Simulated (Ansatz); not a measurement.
Ideal-gas functions of BFH4O2Si, SMILES `BO[SiH](O)F` at 500 K and 1 bar, from an Ansatz frequency run at PBE0-D4/def2-TZVP.

Molar mass 93.93 g/mol, point group C1 (symmetry number 1), electronic degeneracy 1, moments of inertia 74.359, 161.897, 212.345 u Å². Harmonic wavenumbers (cm⁻¹, unscaled): 40, 133, 165, 222, 298, 341, 409, 751, 774, 841, 849, 948, 990, 1026, 1062, 1235, 1390, 2293, 2549, 2649, 3938.

Use S(trans) = R[1.5 ln M + 2.5 ln T − 1.1517]; rotational temperatures θ = 24.2544 K / I; S(rot) = R[ln(√π/σ · √(T³/θAθBθC)) + 1.5]; for each mode x = 1.438777 ν̃/T, S = R[x/(eˣ − 1) − ln(1 − e⁻ˣ)] and H = RT x/(eˣ − 1); 1 cm⁻¹ = 0.0119627 kJ/mol; R = 8.31446 J/(mol·K).

Task: By hand: the entropy, in J/(mol·K).

Result: Translation 176.3. Rotation: θ = 0.3262, 0.1498, 0.1142 K, giving 116.3. Vibration, mode by mode: 26.29, 16.35, 14.59, 12.18, 9.84, 8.80, 7.42, 3.36, 3.19, 2.74, 2.69, 2.15, 1.95, 1.80, 1.66, 1.11, 0.77, 0.09, 0.05, 0.04, 0.00, in all 117.1. Electronic 0.0. Sum 409.7 J/(mol·K).

Task: By hand: H − E and G − E in kJ/mol, counted from the electronic energy.

Result: Zero-point energy ½ × 22903 × 0.0119627 = 137.0; thermal vibration 28.7; translation, rotation and pV give 4 RT = 16.6. H − E = 182.3 kJ/mol, and G − E = 182.3 − 500 × 409.7/1000 = -22.5 kJ/mol.

Vibration gives 29 % of the entropy, 42.6 J/(mol·K) of it from the modes under 150 cm⁻¹: soft modes count most, and the harmonic formula is weakest for them. The sum counts one conformer and one mirror image; others add a mixing term.
